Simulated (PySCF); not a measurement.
Cost against size for one kind of job: GIAO PBE0/pcSseg-1 NMR shielding, non-relativistic, gas phase (PySCF); work: shieldings, charges and field gradients. Hardware: Arm Neoverse V1, one thread, on a shared host. The host was shared with other jobs, so the times are rough.

| species (SMILES) | atoms | electrons | basis functions | SCF cycles | wall time |
| --- | --- | --- | --- | --- | --- |
| BB[AsH2] | 8 | 48 | 100 | 10 | 4.9 s |
| C=C(C(=O)O)[S@](C)=O | 14 | 70 | 173 | 15 | 27 s |
| O[SiH2]/C(=C\O[SiH3])CCF | 20 | 88 | 222 | 14 | 44 s |
| C[Si](C)(C)OC(=O)C(F)(F)F | 20 | 96 | 239 | 14 | ? |
| C[C@@H](CC(F)=C(F)F)O[SiH2]O | 20 | 96 | 239 | 14 | 62 s |
| CC#CCC[SiH2]SC[SiH3] | 23 | 94 | 244 | 14 | ? |
| COC(=O)C(=O)OCC(C)C | 23 | 86 | 247 | 16 | 62 s |

Question: Estimate the withheld figures.

Answer: `C[Si](C)(C)OC(=O)C(F)(F)F`: 63 s; `CC#CCC[SiH2]SC[SiH3]`: 69 s.

Question: With all rows, how does the wall time grow with the number of basis functions N?

Answer: A straight line through log(time) against log(N) has slope 2.9 between N = 100 and 247, and the rows scatter about it by a factor of about 1.1 (standard error of the fit). This is a fit to these rows, whose iteration counts differ, not the method's formal scaling.
